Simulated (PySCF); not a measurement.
# What a mistake does to a calculation on B2C2H6

These are calculations, not measurements. The program is PySCF 2.14.0, an open-source quantum chemistry code, run on an isolated molecule that a program drew, which may never have been made. The molecule is B2C2H6 (charge 0, singlet), drawn as the SMILES string `B=CBC`.

Each row is a Hartree-Fock (HF) and frozen-core CCSD(T) single point in the cc-pVDZ basis, meant for a local HF minimum. Run 1 is clean. Each other run has one planted mistake out of seven kinds, and not every kind appears here: one electron removed, one electron added, multiplicity raised by two, geometry at a saddle point, minimal basis STO-3G, one bond length entered in bohr, all coordinates scaled. The reference is restricted for singlets and unrestricted otherwise, and also for a bond in bohr. Adding or removing an electron swaps singlet and doublet. Electrons count all cores. HOMO and LUMO are orbital energies over both spins, the gradient is its largest component, and the lowest frequency (negative if imaginary) is given only where the gradient is small. Bond lengths are over the 9 bonds as drawn. T1 is the CCSD diagnostic: over 0.02 (restricted) or 0.045 (unrestricted) a single reference is doubtful.

Geometry of the clean run:
```xyz
10
B2C2H6, angstrom
B    -0.9407   -1.2482   -1.4061
C    -1.8005   -0.5107   -0.6052
B    -1.1023    0.4022    0.4263
C     0.4719    0.5360    0.6099
H    -0.1601   -1.8452   -2.0525
H    -2.8810   -0.5498   -0.6728
H    -1.7903    1.0728    1.1573
H     1.0921   -0.0738   -0.0551
H     0.7427    0.2827    1.6415
H     0.7682    1.5826    0.4730
```

| run | electrons | basis functions | <S^2> | HOMO (eV) | LUMO (eV) | gradient (hartree/bohr) | lowest frequency (cm^-1) | mean bond (Å) | longest bond (Å) | T1 | HF (hartree) | CCSD(T) (hartree) | mistake |
|---|---|---|---|---|---|---|---|---|---|---|---|---|---|
| 1 | 28 | 86 | 0.000 | -9.42 | 2.36 | 1.2e-05 | 146 | 1.2529 | 1.591 | 0.0135 | -128.55497 | -129.05591 | no fault |
| 2 | 28 | 86 | 2.016 | -6.47 | -0.19 | 8.7e-02 | - | 1.2529 | 1.591 | 0.0115 | -128.45639 | -128.92209 | multiplicity raised by two |
| 3 | 28 | 86 | 0.000 | -8.86 | 1.92 | 5.8e-02 | - | 1.3695 | 1.738 | 0.0149 | -128.48933 | -129.00837 | all coordinates scaled |
| 4 | 28 | 26 | 0.000 | -7.60 | 6.63 | 3.5e-02 | - | 1.2529 | 1.591 | 0.0120 | -126.97155 | -127.21561 | minimal basis STO-3G |
| 5 | 29 | 86 | 0.774 | 0.12 | 8.20 | 5.8e-02 | - | 1.2529 | 1.591 | 0.0142 | -128.50768 | -129.02510 | one electron added |
| 6 | 27 | 86 | 0.755 | -17.45 | -6.97 | 5.2e-02 | - | 1.2529 | 1.591 | 0.0134 | -128.25885 | -128.70861 | ? |

**Which mistake was planted in run 6, and what did it cost?**

It counts 27 electrons, one fewer than the clean run, at the same geometry and basis. So the mistake is: one electron removed. Subtracting run 1 and multiplying by 627.51 kcal/mol a hartree, the energy moved by 185.8 kcal/mol in HF and 217.9 kcal/mol in CCSD(T).

Cautions from the logs. Run 5: the HOMO is above zero, so the electron isn't bound and the energy depends on the basis.
